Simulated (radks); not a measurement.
Problem. These are the eigenvalues of the occupied orbitals of an atom or ion with whole-number occupations (eV). Calculated with a radial shooting solver on a logarithmic mesh with Libxc functionals: scalar-relativistic Kohn-Sham, PBEsol, spin-polarised, spherical densities, finite nucleus; Fermi nuclear charge, rms radius of each element as measured or else 0.836 A^(1/3) + 0.57 fm.

| orbital | eigenvalue |
|---|---|
| 1s up | -24160.26 |
| 1s down | -24160.23 |
| 2s up | -3535.682 |
| 2s down | -3535.334 |
| 2p up | -3171.521 |
| 2p down | -3171.245 |
| 3s up | -644.6424 |
| 3s down | -644.4222 |
| 3p up | -524.9797 |
| 3p down | -524.7342 |
| 3d up | -334.7864 |
| 3d down | -334.4425 |
| 4s up | -94.6073 |
| 4s down | -93.1717 |
| 4p up | -60.2697 |
| 4p down | -58.7636 |
| 4d up | -11.8489 |
| 4d down | -10.1471 |
| 5s up | -7.1632 |
| 5p up | -2.4806 |

Which element is it, and in what charge state? The configuration may be excited. Open shells, if any, are filled with parallel spins first.

Solution. Z = 46, palladium, charge 0: Pd in [Kr] 4d8 5s1 5p1. The list shows which subshells hold electrons but not how many an open one holds; the 1s level, -887.87 hartree, gives Z - s = 42.1 by -(Z - s)^2/2, which with screening and relativity narrows Z to a few neighbours, and the depths of the outer levels then fix element, charge and occupations together.
